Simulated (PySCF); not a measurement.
## Two structures, one formula

The two ends of one reaction step of ZnH3ClO, singlet (PBE0-D4/def2-TZVP).

A:

Zn1  (-0.571, -0.392, -0.347)
O2  (0.230, -1.050, 1.090)
Cl3  (-1.519, 0.383, -2.040)
H4  (1.208, 1.258, 0.370)
H5  (0.975, 1.653, -0.225)
H6  (-0.070, -1.915, 1.375)
(Å)

B:

```
6
angstrom
Zn -0.4167 0.7005 -0.8518
O 0.3784 -0.2705 0.9656
Cl -1.6300 -1.0500 -1.2123
H 1.3036 -0.3130 1.2220
H 0.2199 2.0808 -1.0700
H 0.0447 -1.1728 0.8814
```

PySCF 2.14 with density fitting (its default auxiliary sets; JK sets also for MP2 and CCSD(T)); basis: def2-TZVPP; cores frozen in the correlated methods. The 3s and 3p shells of Cu and Zn are frozen; filled d shells are correlated. B3LYP uses VWN-RPA correlation.

Which structure is lower at CCSD(T), and by how much? (To be estimated.)

The calculation gives: B, by 37.6 kJ/mol (electronic energy, against the other). By their contacts, A is a complex of ZnHClO ([OH][Zn][Cl]) + H₂ and B is ZnH₃ClO ([OH2][ZnH][Cl]).

All methods give the same order:

```tsv
method	E(B) − E(A) (kJ/mol)
SPW92	-55.1
PBE-D4	-37.5
r2SCAN-D4	-40.0
PBE0-D4	-45.6
B3LYP-D4	-38.6
BHLYP-D4	-46.9
wB97M-V	-45.5
HF	-49.2
MP2	-30.1
CCSD	-40.2
CCSD(T)	-37.6
```

T1 diagnostic: at most 0.016.

Labels in which every atom is bracketed show which atoms are joined, not bond orders.

For scale, one of the runs: CCSD(T)/def2-TZVPP, 179 basis functions, launched by `OMP_NUM_THREADS=4 python run.py`. Time: 5.3 min of wall clock on 4 CPU threads of an Arm Neoverse V1; the host was shared. Peak host memory: 1.9 GiB.
